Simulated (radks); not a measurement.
The sulfur anion S2-, [Ar], held by a Watson sphere: a shell of charge +2 at radius R that stands for the Madelung well of a crystal (potential energy -2/R inside, -2/r outside, in hartree with lengths in bohr). Method: scalar-relativistic Kohn-Sham, LDA (Slater exchange, Perdew-Wang correlation), spin-polarised, spherical densities, finite nucleus; Fermi nuclear charge, rms radius of each element as measured or else 0.836 A^(1/3) + 0.57 fm; computed with a radial shooting solver on a logarithmic mesh with Libxc functionals. Response by self-consistent Sternheimer equations with the Hartree and adiabatic LDA kernel, the relativistic mass of each level held fixed and spin-orbit coupling left out. The sphere does not respond.

| R (bohr) | e(2p) (eV) | e(3s) (eV) | e(3p) (eV) | <r> 3p (bohr) | sum of <r^2> (bohr^2) | X-ray form factor at sin(theta)/lambda = 0.2 1/angstrom | alpha (bohr^3) |
|---|---|---|---|---|---|---|---|
| 2.21 | -153.33 | -17.844 | -8.107 | 2.124 | 41.41 | 11.405 | 26.37 |
| 2.76 | -153.09 | -16.332 | -6.948 | 2.261 | 46.48 | 11.194 | 36.52 |
| 2.8 | -153.06 | -16.234 | -6.865 | 2.270 | 46.84 | 11.184 | 37.40 |
| 3.02 | -152.91 | -15.720 | -6.422 | 2.320 | 48.78 | 11.135 | 42.62 |
| 3.49 | -152.53 | -14.769 | -5.547 | 2.416 | 52.78 | 11.074 | 56.09 |
| 3.78 | -152.26 | -14.270 | -5.061 | 2.470 | 55.17 | 11.056 | 66.20 |
| 4.65 | -151.49 | -13.082 | -3.848 | 2.611 | 62.12 | 11.045 | 107.1 |
